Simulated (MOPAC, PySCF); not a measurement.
C₂H₄B₂, SMILES `B(B)C#C` (H–B–B–C torsion 91°), neutral singlet in the gas phase. 

Cartesian coordinates (Å):
```xyz
8

B     -1.6104     0.2605     0.1653
B     -0.2846    -0.4616    -0.4836
C      1.1199    -0.1269    -0.0599
C      2.2327     0.1595     0.2969
H     -2.0826     1.2485    -0.3101
H     -2.1694    -0.1934     1.1173
H     -0.4259    -1.2931    -1.3321
H      3.2203     0.4065     0.6062
```
Charge 0, spin multiplicity 1.

All levels are single points at this geometry (CAM-B3LYP-D3(BJ)/def2-TZVP); Pople sets use spherical d functions. Orbital energies aren't observables, and empty levels follow the basis.

HF/STO-3G in PySCF gives HOMO (eV) = -8.71.

### Question
Estimate the HOMO (eV) from each of these levels: CAM-B3LYP-D3(BJ)/def2-TZVP in PySCF; B3LYP/3-21G in PySCF; B3LYP/6-31G* in PySCF; PBE/6-31G* in PySCF; AM1 in MOPAC.

### Answer

| level | HOMO (eV) |
|---|---|
| CAM-B3LYP-D3(BJ)/def2-TZVP in PySCF | -9.06 |
| B3LYP/3-21G in PySCF | -7.33 |
| B3LYP/6-31G* in PySCF | -7.16 |
| PBE/6-31G* in PySCF | -6.17 |
| AM1 in MOPAC | -10.07 |
